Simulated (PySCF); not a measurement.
Match the calculated data to a structure.

All candidates are C9H10O.

| technique | computed result |
| --- | --- |
| 1H NMR | chemical shifts (computed TMS as zero) by class: 7.97 (1 H), 7.61 (1 H), 7.49 (1 H), 7.22 (1 H), 6.76 (1 H), 6.02 (1 H), 5.55 (1 H), 3.99 (3 H) ppm [GIAO PBE0/pcSseg-1] |
| Dipole | 1.72 D [PBE0/pcSseg-1] |
| 13C NMR | chemical shifts (computed TMS as zero) by class: 163.0 (1 C), 138.6 (1 C), 134.4 (1 C), 131.6 (1 C), 130.0 (1 C), 125.4 (1 C), 117.6 (1 C), 112.7 (1 C), 55.8 (1 C) ppm [GIAO PBE0/pcSseg-1] |
| NMR, other nuclei | isotropic shieldings of nuclei other than C and H, by class: 236 (1 O) ppm [GIAO PBE0/pcSseg-1] |
| Rotational structure | rotational constants A, B, C: 1.644, 1.386, 0.758 GHz [GFN2-xTB] |

The electronic properties come from PySCF, for the isolated species, density fitting. Levels stand in brackets. Geometry: GFN2-xTB, one conformer, isolated molecule. Each NMR value is the plain mean over a class of atoms that symmetry, rotation or inversion makes alike.

Task: Which candidate is it?
A. `COCC1c2ccccc21`
B. `CCC(=O)c1ccccc1`
C. `C=Cc1ccccc1OC`

Result: C. It is `C=Cc1ccccc1OC`. Numbering: `[CH2:1]=[CH:2][c:3]1[cH:4][cH:5][cH:6][cH:7][c:8]1[O:9][CH3:10]`. Its formula, C9H10O, gives 5 degrees of unsaturation: 1 ring and 4 π bonds in the structure found (Kekulé form). 9 carbons fall into 9 classes; from least to most shielded: aromatic carbon bearing oxygen [C8] (163.0 ppm), alkene CH carbon [C2] (138.6 ppm), aromatic CH carbon [C6] (134.4 ppm), substituted aromatic carbon [C3] (131.6 ppm), aromatic CH carbon [C4] (130.0 ppm), aromatic CH carbon [C5] (125.4 ppm), terminal =CH2 carbon [C1] (117.6 ppm), aromatic CH carbon [C7] (112.7 ppm), methoxy carbon [C10] (55.8 ppm). Hydrogen classes from least to most shielded: 1 H on an aromatic CH carbon, C4 (7.97 ppm), 1 H on an alkene CH carbon, C2 (7.61 ppm), 1 H on an aromatic CH carbon, C6 (7.49 ppm), 1 H on an aromatic CH carbon, C5 (7.22 ppm), 1 H on an aromatic CH carbon, C7 (6.76 ppm), 1 H on a terminal =CH2 carbon, C1 (6.02 ppm), 1 H on a terminal =CH2 carbon, C1 (5.55 ppm), 3 H on a methoxy carbon, C10 (3.99 ppm, a mean of values up to 0.6 ppm apart in this geometry). The other shieldings belong to: 236 ppm, aryl ether oxygen [O9]. The optimised geometry has point group C1 and is an asymmetric top.

The others, at the same levels:
- `COCC1c2ccccc21` fails: it has 6 carbon classes against 9; its computed 13C shifts are 137.8 (2 C), 134.4 (2 C), 118.7 (2 C), 81.9 (1 C), 59.5 (1 C), 35.9 (1 C) ppm, 1H shifts are 7.51 (2 H), 7.43 (2 H), 3.89 (1 H), 3.82 (3 H), 3.81 (2 H) ppm and rotational constant A is 3.338 GHz (against 1.644 GHz).
- `CCC(=O)c1ccccc1` fails: it has 7 carbon classes against 9; its computed 13C shifts are 203.2 (1 C), 140.4 (1 C), 139.0 (1 C), 134.7 (2 C), 133.8 (2 C), 35.1 (1 C), 9.9 (1 C) ppm, 1H shifts are 8.48 (2 H), 7.82 (1 H), 7.77 (2 H), 3.00 (2 H), 1.34 (3 H) ppm and rotational constant A is 3.486 GHz (against 1.644 GHz).

Each candidate is one conformer, not necessarily the lowest. Dipoles, sizes and rotational constants follow the conformer. The torsions of the flexible species, by atom-mapped SMILES:
- `[CH2:1]=[CH:2][c:3]1[cH:4][cH:5][cH:6][cH:7][c:8]1[O:9][CH3:10]`: C1–C2–C3–C4 17°, C7–C8–O9–C10 0°
- `[CH3:1][O:2][CH2:3][CH:4]1[c:5]2[cH:6][cH:7][cH:8][cH:9][c:10]21`: C1–O2–C3–C4 69°, O2–C3–C4–C5 -162°
- `[CH3:1][CH2:2][C:3](=[O:4])[c:5]1[cH:6][cH:7][cH:8][cH:9][cH:10]1`: C1–C2–C3–O4 0°, C2–C3–C5–C6 0°
